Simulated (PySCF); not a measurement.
Compound: C7H9N.
Geometry (PBE0-D3(BJ)/def2-TZVP, Å), atoms numbered from 1 in this order:
```
atom  x, y, z in Å
C1    -2.4566   -0.3080    0.4946
C2    -1.4638   -0.3319   -0.6629
C3    -0.0558   -0.1425   -0.1852
C4     0.5494    1.1121   -0.1929
C5     1.8360    1.2453    0.2978
C6     2.4827    0.1205    0.7828
C7     1.8016   -1.0864    0.7508
N8     0.5673   -1.2243    0.2827
H9    -3.4763   -0.4713    0.1395
H10   -2.2148   -1.0912    1.2158
H11   -2.4283    0.6515    1.0169
H12   -1.5219   -1.2960   -1.1731
H13   -1.7154    0.4460   -1.3891
H14    0.0122    1.9685   -0.5844
H15    2.3284    2.2114    0.2983
H16    3.4912    0.1720    1.1742
H17    2.2758   -1.9927    1.1187
```

All values: wB97X-D/pcSseg-2 (PySCF, non-relativistic), on one gas-phase PBE0-D3(BJ)/def2-TZVP geometry that isn't relaxed in the solvent. The solvent is an IEF-PCM continuum (cavity from Bondi-type radii × 1.2). The model holds no explicit solvent molecules, cavitation or dispersion.

Gas phase at wB97X-D/pcSseg-2: HOMO -9.09 eV, LUMO 1.01 eV, dipole 1.86 D.

Question: What does the continuum do to the energy, the frontier levels and the dipole at wB97X-D/pcSseg-2 in chloroform?

Answer: 
```csv
solvent,ε,E(solvent) − E(gas) (kcal/mol),polarisation term (kcal/mol),distortion of the solute (kcal/mol),HOMO (eV),LUMO (eV),dipole (D)
chloroform,4.711,-3.18,-3.65,0.47,-9.08,1.00,2.49
```

The first energy column is the sum of the next two and covers electrostatics alone.

Question: Which radius a makes the point-dipole formula ΔE = −[(ε − 1)/(2ε + 1)]·μ²/a³ give the value in chloroform, with the gas-phase dipole?

Answer: μ = 0.733 au and |ΔE| = 0.00507 Eh give a = 1.78 Å; the farthest nucleus lies 3.63 Å from the centroid of the nuclei, so such a sphere wouldn't even hold the nuclei. The formula assumes a rigid point dipole at the centre of a sphere.

Question: Give the dipole vector in the frame of the coordinates (D, pointing from negative to positive charge), gas and chloroform.

Answer: Gas (0.53, 1.79, -0.07), solvent (0.69, 2.39, -0.11). Its length changes by +34 % and its direction by less than 1°.

Note: wB97X-D ran without an empirical dispersion term, which enters the total energy and its gradient alone.
